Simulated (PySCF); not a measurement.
nitrogen atom (N), quartet. Base run: CASSCF(5,6)/def2-SVP (PySCF).

Input for PySCF:
```python
from pyscf import gto, scf, mcscf
import numpy

mol = gto.Mole()
mol.atom = '''
    N     0.000000    0.000000    0.000000
'''
mol.basis = 'def2-svp'
mol.charge = 0
mol.spin = 3
mol.verbose = 4
mol.build()

mf = scf.ROHF(mol)
mf.kernel()
mc = mcscf.CASSCF(mf, 6, 5)
mc.fix_spin_(ss=3.75)
mc.kernel()
occ = numpy.linalg.eigvalsh(mc.fcisolver.make_rdm1(mc.ci, mc.ncas, mc.nelecas))[::-1]
ss = mc.fcisolver.spin_square(mc.ci, mc.ncas, mc.nelecas)[0]
print('natural occupations', occ.round(4), ' <S^2>', round(ss, 4))
```

Each row names what was changed in the base input (with any setting that the change needs).

| change | ΔE vs base (mEh) | natural occupations | <S^2> of the state |
|---|---|---|---|
| base | 0.000 | 1.99 1.00 1.00 1.00 0.01 0.00 | 3.75 |
| active space = 5 electrons, 7 orbitals | -10.016 | 1.99 1.00 1.00 1.00 0.01 0.00 0.00 | 3.75 |
| solver = newton | 0.000 | 1.99 1.00 1.00 1.00 0.01 0.00 | 3.75 |
| active space = 3 electrons, 5 orbitals | 15.280 | 1.00 1.00 1.00 0.00 0.00 | 3.75 |
| active space = 7 electrons, 7 orbitals | -0.471 | 2.00 1.99 1.00 1.00 1.00 0.01 0.00 | 3.75 |
| orbitals = fixed (CASCI); correction = SC-NEVPT2 | -63.756 | 1.99 1.00 1.00 1.00 0.01 0.00 | 3.75 |
| fix_spin_ = off | 0.000 | 1.99 1.00 1.00 1.00 0.01 0.00 | 3.75 |
| correction = SC-NEVPT2 | -63.938 | 1.99 1.00 1.00 1.00 0.01 0.00 | 3.75 |
| conv_tol = 1e-5 | 0.005 | 1.99 1.00 1.00 1.00 0.01 0.00 | 3.75 |
| state_average = 2 states | 1.681 | - | - |
| active space = 7 electrons, 8 orbitals | -10.727 | 2.00 1.99 1.00 1.00 1.00 0.01 0.00 0.00 | 3.75 |

Active orbitals are taken around the Fermi level unless the row says otherwise; CASSCF can end in different local minima, and two programs can end on different orbitals. State-averaged rows give the lowest state.

Open shells are given as the SCF converged; they aren't shown to be the lowest states, and a large step between rows can be another state.
